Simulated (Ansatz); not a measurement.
Species: pyrimidine, C$_{4}$H$_{4}$N$_{2}$ (charge 0, singlet). SMILES: c1ncncc1
Coordinates optimised at B3LYP-D3(BJ)/def2-TZVP (Ansatz, a quantum-chemistry and plane-wave program):
```
C
H 1 1.0812
C 1 1.3872 2 121.69
N 3 1.3327 1 122.14 2 -180.00
C 4 1.3317 3 116.11 1 0.00
N 5 1.3317 4 126.86 3 0.00
C 6 1.3327 5 116.11 4 0.00
H 5 1.0847 6 116.57 7 180.00
H 7 1.0850 6 116.65 5 180.00
H 3 1.0850 4 116.65 5 -180.00
```
Charge 0, spin multiplicity 1.

Property: vertical ionisation energy (to the doublet state of charge +1; each state is the SCF solution reached for its spin; the UHF <S^2> is 1.22 for the doublet (pure: 0.75); for the doublet the Hartree-Fock reference is unstable and T1 is 0.043; for the singlet the Hartree-Fock reference is unstable and T1 is 0.014), in eV. Cores are frozen in the correlated levels unless marked. UHF or UKS for open shells. No spin-orbit coupling. Non-relativistic.  The program attaches cautions to a run behind CCSD/aug-cc-pVDZ: other roots. The program attaches cautions to a run behind CCSD/aug-cc-pVTZ: other roots. The program attaches cautions to a run behind CCSD(T)/aug-cc-pVDZ: other roots. The program attaches cautions to a run behind CCSD(T)/aug-cc-pVTZ: other roots.

```tsv
level	program	vertical ionisation energy (eV)
HF/aug-cc-pVQZ	Ansatz	8.92
RI-HF/aug-cc-pVTZ	Ansatz	8.93
PBE/def2-TZVPD	Ansatz	9.19
r2SCAN/def2-TZVPD	Ansatz	9.30
PBE0/def2-TZVPD	Ansatz	9.58
BHLYP/def2-TZVPD	Ansatz	9.86
wB97M-V/def2-TZVPD	Ansatz	9.90
wB97X-V/def2-TZVPD	Ansatz	9.90
RI-MP2/aug-cc-pVTZ	Ansatz	11.05
RI-MP2/aug-cc-pVQZ	Ansatz	11.12
CCSD/aug-cc-pVDZ	Ansatz	9.80
CCSD/aug-cc-pVTZ	Ansatz	9.94
CCSD(T)/aug-cc-pVDZ	Ansatz	9.66
CCSD(T)/aug-cc-pVTZ	Ansatz	9.81
```
